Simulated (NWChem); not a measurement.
System: GaCl, singlet; SMILES [Ga][Cl]

The following NWChem deck was run.

```
start job
memory heap 200 mb stack 900 mb global 1100 mb
geometry units angstroms
  Ga    -0.431778    -0.413990    -0.420526
  Cl     0.849149     0.814165     0.827019
end
basis spherical
  * library 6-31g*
end
dft
  xc b3lyp
  iterations 150
end
driver
  maxiter 120
end
task dft optimize
task dft freq
```

Parts of the log:

```
             Northwest Computational Chemistry Package (NWChem) 7.3.0
             --------------------------------------------------------

 ORDER OF PRIMARY AXIS IS BEING SET TO 4
 C4V symmetry detected

                             Geometry "geometry" -> ""
                             -------------------------

 Output coordinates in angstroms (scale by  1.889725989 to convert to a.u.)

  No.       Tag          Charge          X              Y              Z
 ---- ---------------- ---------- -------------- -------------- --------------
    1 Ga                  31.0000     0.00000000     0.00000000    -0.76826475
    2 Cl                  17.0000     0.00000000     0.00000000     1.40095336

 Effective nuclear repulsion energy (a.u.)     128.5607975007

      Symmetry information
      --------------------

 Group name             C4v
 Group number             18
 Group order               8
 No. of unique centers     2

                                Z-matrix (autoz)
                                --------

 Units are Angstrom for bonds and degrees for angles

      Type          Name      I     J     K     L     M      Value
      ----------- --------  ----- ----- ----- ----- ----- ----------
    1 Stretch                  1     2                       2.16922

                           NWChem Geometry Optimization
                           ----------------------------

 maximum gradient threshold         (gmax) =   0.000450
 rms gradient threshold             (grms) =   0.000300
 maximum cartesian step threshold   (xmax) =   0.001800
 rms cartesian step threshold       (xrms) =   0.001200
 fixed trust radius                (trust) =   0.300000
 source of zmatrix                         =   autoz

          -------------------
          Energy Minimization
          -------------------

 Using diagonal initial Hessian
 Scaling for Hessian diagonals: bonds = 1.00  angles = 0.25  torsions = 0.10

          --------
          Step   0

                                 NWChem DFT Module
                                 -----------------

[...]

      ----------------------
      Optimization converged
      ----------------------

  Step       Energy      Delta E   Gmax     Grms     Xrms     Xmax
  ---- ---------------- -------- -------- -------- -------- --------
@    3   -2384.89106886 -1.2D-08  0.00001  0.00001  0.00009  0.00015
                                     ok       ok       ok       ok

                                Z-matrix (autoz)
                                --------

 Units are Angstrom for bonds and degrees for angles

      Type          Name      I     J     K     L     M      Value     Gradient
      ----------- --------  ----- ----- ----- ----- ----- ---------- ----------
    1 Stretch                  1     2                       2.25451    0.00001

                         Geometry "geometry" -> "geometry"
                         ---------------------------------

 Output coordinates in angstroms (scale by  1.889725989 to convert to a.u.)

  No.       Tag          Charge          X              Y              Z
 ---- ---------------- ---------- -------------- -------------- --------------
    1 Ga                  31.0000     0.00000000     0.00000000    -0.81090936
    2 Cl                  17.0000     0.00000000     0.00000000     1.44359797

 Effective nuclear repulsion energy (a.u.)     123.6972736222

      Symmetry information
      --------------------

 Group name             C4v
 Group number             18
 Group order               8
 No. of unique centers     2

                Final and change from initial internal coordinates
                --------------------------------------------------

                                Z-matrix (autoz)
                                --------

 Units are Angstrom for bonds and degrees for angles

[...]

 Rotational Constants
 --------------------
 A=   0.000000 cm-1  (  0.000000 K)
 B=   0.142964 cm-1  (  0.205689 K)
 C=   0.142964 cm-1  (  0.205689 K)

 Temperature                      =   298.15K
 frequency scaling parameter      =   1.0000

 Linear Molecule

 Zero-Point correction to Energy  =    0.498 kcal/mol  (  0.000793 au)
 Thermal correction to Energy     =    2.206 kcal/mol  (  0.003516 au)
 Thermal correction to Enthalpy   =    2.798 kcal/mol  (  0.004459 au)

 Total Entropy                    =   57.432 cal/mol-K
   - Translational                =   39.814 cal/mol-K (mol. weight = 103.8946)
   - Rotational                   =   16.445 cal/mol-K (symmetry #  =        1)
   - Vibrational                  =    1.173 cal/mol-K

 Cv (constant volume heat capacity) =    6.544 cal/mol-K
   - Translational                  =    2.979 cal/mol-K
   - Rotational                     =    1.986 cal/mol-K
   - Vibrational                    =    1.578 cal/mol-K

[normal modes left out]

 ----------------------------------------------------------------------------
 Normal Eigenvalue ||           Projected Infra Red Intensities
  Mode   [cm**-1]  || [atomic units] [(debye/angs)**2] [(KM/mol)] [arbitrary]
 ------ ---------- || -------------- ----------------- ---------- -----------
    1        0.000 ||    0.000850           0.020         0.829       0.519
    2        0.000 ||    0.000850           0.020         0.829       0.519
    3        0.000 ||    0.001675           0.039         1.633       1.022
    4        0.000 ||    0.001675           0.039         1.633       1.022
    5        0.000 ||    0.000000           0.000         0.000       0.000
    6      348.407 ||    0.093265           2.152        90.919      56.918
 ----------------------------------------------------------------------------
```

Level: B3LYP/6-31G* (spherical d). Low-valent species are run as closed-shell singlets; no triplet was tried in these runs.
